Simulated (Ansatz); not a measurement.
Computed with Ansatz (a first-principles code) with frozen-core CCSD(T)/cc-pVTZ // CAM-B3LYP-D3(BJ)/def2-TZVP. The restricted HF reference is unstable towards unrestricted orbitals.

Ansatz 0.2 input:
```yaml
crystal:
  periodic: [false, false, false]
  atoms:
    - { symbol: N, position_ang: [-1.637638, -0.128312, -0.138121] }
    - { symbol: Si, position_ang: [-0.101636, 0.559296, -0.272582] }
    - { symbol: Si, position_ang: [1.833583, -0.501269, -0.489441] }
    - { symbol: H, position_ang: [-2.482621, 0.318374, -0.452074] }
    - { symbol: H, position_ang: [-1.794709, -1.050205, 0.233792] }
    - { symbol: H, position_ang: [-0.337236, 1.908891, -0.837653] }
    - { symbol: H, position_ang: [2.763386, 0.50941, 0.095286] }
    - { symbol: H, position_ang: [1.756865, -1.616189, 0.500409] }
basis:
  gaussian: { orbitals: cc-pVTZ }
correlation:
  method: ccsd_t
```

Output:

```
Functional definition: HF
969 factors; integrals over basis functions are off by at most 1.0e-3 eV
mean field evaluation 1: about -17282.8261 eV, gradient 3.1e1 eV
mean field evaluation 2: about -17283.0300 eV, gradient 3.2e1 eV
mean field evaluation 4: about -17285.4392 eV, gradient 3.1e0 eV
mean field evaluation 8: about -17285.4891 eV, gradient 1.9e-1 eV
mean field evaluation 16: about -17285.4895 eV, gradient 2.0e-6 eV
mean field -17285.48945179 eV, -635.2300208278 hartree, gradient 2.0e-6 eV, S^2 0.000000; 0 other end points of the search recorded, 0 dependent functions left out; unrestricted orbitals would lower it
11 core orbitals not correlated
reference -17285.48945179 eV, -635.2300208278 hartree; 9, 9 occupied and 148, 148 virtual orbitals, 969 factors
second order -12.46128439 eV of doubles, -0.00000000 eV of singles
cycle   1  -13.12124138 eV  change   -6.6e-1 eV  update   9.6e-2
cycle   2  -13.52040396 eV  change   -4.0e-1 eV  update   3.3e-2
cycle   3  -13.60605919 eV  change   -8.6e-2 eV  update   1.9e-2
cycle   4  -13.59476099 eV  change    1.1e-2 eV  update   6.6e-3
cycle   5  -13.59364535 eV  change    1.1e-3 eV  update   3.1e-3
cycle   6  -13.59332331 eV  change    3.2e-4 eV  update   1.1e-3
cycle   7  -13.59308241 eV  change    2.4e-4 eV  update   4.2e-4
cycle   8  -13.59329347 eV  change   -2.1e-4 eV  update   2.1e-4
cycle   9  -13.59334156 eV  change   -4.8e-5 eV  update   6.3e-5
cycle  10  -13.59329964 eV  change    4.2e-5 eV  update   2.8e-5
cycle  11  -13.59331539 eV  change   -1.6e-5 eV  update   9.6e-6
perturbative correction -0.60015897 eV, -0.0220554355 hartree
Total energy: -17299.68292615 eV, -635.7516213898 hartree
```

Cost: about 50 core-seconds (a rough figure).
